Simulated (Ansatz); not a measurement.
C$_{4}$H$_{10}$AlCl (`C[CH2][Al]([Cl])[CH2]C`) at its PBE0-D4/def2-TZVP geometry, where that method's forces vanish. Total charge 0; spin multiplicity 1.

```xyz
16

C    -2.0741   -0.0174    1.4446
C    -1.1241   -1.1953    1.2285
Al    0.3919   -0.8526    0.0466
Cl    1.7334   -2.4545   -0.2838
C     0.7614    0.8447   -0.8458
C     2.0049    0.9082   -1.7298
H    -1.5611    0.8434    1.8822
H    -2.8999   -0.2737    2.1149
H    -2.5177    0.3244    0.5053
H    -1.6684   -2.0599    0.8277
H    -0.7238   -1.5475    2.1878
H    -0.1351    1.1045   -1.4257
H     0.8064    1.6157   -0.0642
H     2.9131    0.6914   -1.1624
H     2.1316    1.8938   -2.1874
H     1.9614    0.1748   -2.5383
```

Question: What forces (eV/Å) does PBE-D4/def2-TZVPP give on these atoms in Ansatz 0.2.0? (Best estimate.)

Answer: Ansatz gave: 
```
C1   0.006  0.005 -0.007
C2   0.030  0.013 -0.027
Al3 -0.039  0.037  0.015
Cl4  0.151 -0.175 -0.039
C5   0.003 -0.046  0.015
C6   0.002 -0.001 -0.001
H7   0.089  0.174  0.084
H8  -0.172 -0.041  0.135
H9  -0.092  0.076 -0.176
H10 -0.093 -0.174 -0.072
H11  0.080 -0.080  0.176
H12 -0.179  0.054 -0.098
H13 -0.007  0.147  0.151
H14  0.183 -0.043  0.101
H15  0.035  0.195 -0.098
H16  0.003 -0.141 -0.160
```
